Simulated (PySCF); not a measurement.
O3Re, charge +1, singlet, at a GFN2-xTB geometry (such geometries of metal compounds can be far from the true shape) (the multiplicity is a formal guess) (core potentials on Re); DF-SVWN5/def2-SVP in PySCF.

Input for PySCF:
```python
from pyscf import gto, scf, dft

mol = gto.Mole()
mol.atom = '''
    Re    0.09410804   -0.07891784   -0.12125114
    O    -1.30913754   -0.85427840    0.30762000
    O    -0.42814776    1.44831601   -0.50727999
    O     0.85502242    0.14581715    1.33638946
'''
mol.basis = 'def2-svp'
mol.ecp = {'Re': 'def2-svp'}
mol.charge = 1
mol.verbose = 5
mol.build()

mf = dft.RKS(mol)
mf.xc = 'lda,vwn'
mf = mf.density_fit(auxbasis='def2-universal-jkfit')
mf.kernel()
mf.analyze()
```

It wrote (shortened):

```
PySCF version 2.14.0

[INPUT] verbose = 5
[INPUT] max_memory = 4000
[INPUT] num. atoms = 4
[INPUT] num. electrons = 38
[INPUT] charge = 1
[INPUT] spin (= nelec alpha-beta = 2S) = 0
[INPUT] symmetry False subgroup None
[INPUT] Mole.unit = angstrom
[INPUT] Symbol           X                Y                Z      unit          X                Y                Z       unit  Magmom
[...]
[INPUT] ---------------- BASIS SET ----------------
[INPUT] l, kappa, [nprim/nctr], expnt,             c_1 c_2 ...
[INPUT] O
[...]
                                340.87010191      -0.03989003923
                                77.363135167      -0.17853911985
                                21.47964494       -0.46427684959
                                6.6589433124      -0.44309745172
[...]
                                3.863550544       0.23094120765
                                1.0480920883      0.51375311064
[...]
[INPUT] Re
[...]
                                12.324075         1.9371421121
[...]
                                6.350206          -0.76096056536
                                1.3311713455      0.53252276765
                                0.62659600547     0.5148304504
[...]
                                1.8487943286      0.18067495215
                                0.78702048429     0.45160766937
                                0.32069843172     0.432612362657
[...]
nuclear repulsion = 153.919632179618
number of shells = 30
number of NR pGTOs = 129
number of NR cGTOs = 74
basis = def2-svp
ecp = {'Re': 'def2-svp'}

******** <class 'pyscf.df.df_jk.DFRKS'> ********
method = DFRKS
initial guess = minao
damping factor = 0
level_shift factor = 0
DIIS = <class 'pyscf.scf.diis.CDIIS'>
diis_start_cycle = 1
diis_space = 8
diis_damp = 0
SCF conv_tol = 1e-09
SCF conv_tol_grad = None
SCF max_cycles = 50
direct_scf = False
XC library pyscf.dft.libxc version 7.1.2
    S. Lehtola, C. Steigemann, M. J. T. Oliveira, and M. A. L. Marques,  SoftwareX 7, 1–5 (2018)
XC functionals = lda,vwn
    P. A. M. Dirac,  Math. Proc. Cambridge Philos. Soc. 26, 376 (1930)
    F. Bloch,  Z. Phys. 57, 545 (1929)
    S. H. Vosko, L. Wilk, and M. Nusair,  Can. J. Phys. 58, 1200 (1980)
radial grids:
    Treutler-Ahlrichs [JCP 102, 346 (1995); DOI:10.1063/1.469408] (M4) radial grids

becke partition: Becke, JCP 88, 2547 (1988); DOI:10.1063/1.454033
pruning grids: <function nwchem_prune>
grids dens level: 3
symmetrized grids: False
[...]
converged SCF energy = -301.805400239204
Total Energy =                        -301.805400239204005
[...]
1 O 1s           0.00018   0.00102  -0.00010   0.00003
1 O 2s          -0.00136  -0.01012   0.02251   0.00623
1 O 3s          -0.01608  -0.10742   0.10123   0.07816
1 O 2px         -0.00363  -0.00922   0.04982   0.01341
1 O 2py          0.00152  -0.00903   0.02832   0.00764
1 O 2pz         -0.00252   0.00004  -0.01467  -0.00394
1 O 3px         -0.02060  -0.08077   0.11391   0.08259
1 O 3py         -0.00058  -0.04627   0.05716   0.04045
1 O 3pz          0.00215   0.01786  -0.03302  -0.02339
1 O 3dxy        -0.02592  -0.35244   0.00195   0.02225
1 O 3dyz        -0.03191   0.09120   0.00084  -0.00563
1 O 3dz^2        0.05773   0.20541  -0.00120  -0.01307
1 O 3dxz        -0.01820   0.14482   0.00239  -0.00977
1 O 3dx2-y2     -0.09998  -0.17484  -0.00128   0.01229
2 O 1s          -0.00170   0.00102  -0.00010   0.00003
2 O 2s           0.01299  -0.01012   0.02252   0.00623
2 O 3s           0.11401  -0.10206   0.09650   0.07349
2 O 2px          0.00446  -0.00165   0.01818   0.00489
2 O 2py         -0.01574   0.01074  -0.05437  -0.01463
2 O 2pz          0.00138  -0.00696   0.01460   0.00394
2 O 3px          0.04443  -0.03074   0.04679   0.03467
2 O 3py         -0.15274   0.08500  -0.12000  -0.08607
2 O 3pz          0.02954  -0.02177   0.02239   0.01459
2 O 3dxy        -0.32353   0.21291   0.00098  -0.01469
2 O 3dyz        -0.19478   0.21902  -0.00187  -0.01238
2 O 3dz^2       -0.30341   0.17737   0.00121  -0.01185
2 O 3dxz         0.06388  -0.06841  -0.00014   0.00355
2 O 3dx2-y2     -0.45070   0.30966   0.00035  -0.01929
3 O 1s           0.00152   0.00102  -0.00010   0.00003
3 O 2s          -0.01163  -0.01012   0.02252   0.00623
3 O 3s          -0.09933  -0.10161   0.09582   0.07290
3 O 2px          0.00612   0.00936  -0.02789  -0.00752
3 O 2py          0.00497  -0.00044  -0.00759  -0.00204
3 O 2pz          0.01255   0.00887  -0.05161  -0.01389
3 O 3px          0.06460   0.04739  -0.05722  -0.04074
3 O 3py          0.01837   0.01268  -0.02166  -0.01631
3 O 3pz          0.12728   0.07902  -0.11505  -0.08252
3 O 3dxy        -0.09672  -0.04563   0.00009   0.00340
3 O 3dyz        -0.18159  -0.07324  -0.00135   0.00536
3 O 3dz^2       -0.38419  -0.27904  -0.00238   0.01815
3 O 3dxz        -0.39848  -0.35962   0.00126   0.02192
3 O 3dx2-y2     -0.08028  -0.10337   0.00167   0.00629

WARN: System has nonzero charge 1; the dipole moment is origin-dependent.
Location of origin: [0. 0. 0.]

Dipole moment(X, Y, Z, Debye):  2.35637, -1.97602, -3.03601
```
